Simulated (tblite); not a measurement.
C7H8NO (doublet state).
Atom-mapped SMILES: `[CH2:1][n:2]1[cH:3][cH:4][cH:5][c:6]1[C:7]([CH3:8])=[O:9]` (hydrogens: H10, H11 on C1; H12 on C3; H13 on C4; H14 on C5; H15, H16, H17 on C8)

Structure used (GFN2-xTB), in Å, numbered top down from 1:
```xyz
17
C7H8NO angstrom
C     -0.8784    2.1233    0.5383
N     -0.9795    0.8264    0.2720
C     -2.1538    0.1208    0.2389
C     -1.8869   -1.1896   -0.0673
C     -0.4990   -1.3067   -0.2308
C      0.0667   -0.0536   -0.0197
C      1.4579    0.3322   -0.0755
C      2.4153   -0.7935   -0.4083
O      1.8623    1.4668    0.1259
H     -1.7751    2.6771    0.7466
H      0.0883    2.5867    0.5401
H     -3.0905    0.6040    0.4355
H     -2.6078   -1.9773   -0.1634
H      0.0285   -2.2062   -0.4753
H      3.4294   -0.4035   -0.4279
H      2.1714   -1.2164   -1.3798
H      2.3440   -1.5785    0.3407
```

Level: GFN2-xTB in tblite, geometry and Hessian alike; calculated harmonic values, unscaled, isolated species. Against measured fundamentals such values can be off by several per cent, at times by over 20. One conformer, not necessarily the lowest. Open shells enter through the occupations alone, without spin polarisation, and single modes of such species can be off by tens of per cent.

Harmonic wavenumbers (cm⁻¹): 72.4, 142.7, 158.4, 220.2, 265.3, 345.2, 412.1, 457.3, 492.9, 528.2, 577.9, 638.0, 647.8, 651.7, 738.1, 754.7, 790.1, 836.0, 841.4, 968.7, 989.6, 1003.1, 1042.3, 1090.5, 1111.2, 1183.2, 1257.1, 1310.2, 1341.4, 1367.5, 1382.7, 1420.3, 1461.8, 1467.1, 1501.5, 1519.4, 1680.6, 3031.3, 3034.7, 3057.7, 3120.8, 3161.9, 3172.2, 3183.0, 3189.7.

A = 2886, B = 1569, C = 1023 MHz; mass 122.061 u (most abundant isotopes); point group Cs, symmetry number 1; spin multiplicity 2.

**Question.** Zero-point energy?

**Answer.** Half the sum of the wavenumbers: 28810 cm⁻¹ = 344.64 kJ/mol.

**Question.** What is S at 200 K and 1 bar for an ideal gas of classical rigid rotors and harmonic oscillators?

**Answer.** Translation 160.48, rotation 114.81, vibration 50.48, spin (R ln 2) 5.76: S = 331.5 J/(mol K).

**Question.** And Cp and H(200 K) − H(0)?

**Answer.** Cp = 102.78 J/(mol K), of which vibrations give 69.52 (their classical limit is 45 R = 374.2); H(200 K) − H(0) = 12.73 kJ/mol without the zero-point energy, 6.08 from vibrations.

**Question.** Which modes carry the vibrational entropy at 200 K?

**Answer.** 72.4 cm⁻¹: 13.83; 142.7 cm⁻¹: 8.45; 158.4 cm⁻¹: 7.66; 220.2 cm⁻¹: 5.31; 265.3 cm⁻¹: 4.10; 345.2 cm⁻¹: 2.60 J/(mol K); the other 39 give 8.52 together.

**Question.** What must be added to the electronic energy to get the Gibbs energy at 200 K and 1 bar?

**Answer.** ZPE + [H(200 K) − H(0)] − T·S = 344.64 + 12.73 − 66.30 = 291.07 kJ/mol.

**Question.** Blend soft modes into free rotors: weight 1/[1 + (100 cm⁻¹/ν̃)⁴] for the oscillator and the rest for a rotor with moment μB/(μ + B), μ = h/(8π²ν), B = 10⁻⁴⁴ kg m². What vibrational entropy results?

**Answer.** 49.07 J/(mol K) in place of 50.48, which changes −T·S at 200 K by +0.28 kJ/mol.

Hindered rotation and anharmonicity are outside this model. Other conformers, if any are populated, would add a mixing term that is left out.

Time: 0.34 s. Hardware: an AMD EPYC 9R45 with one thread, no GPU, on a shared host. This covers the Hessian and the dipole derivatives.
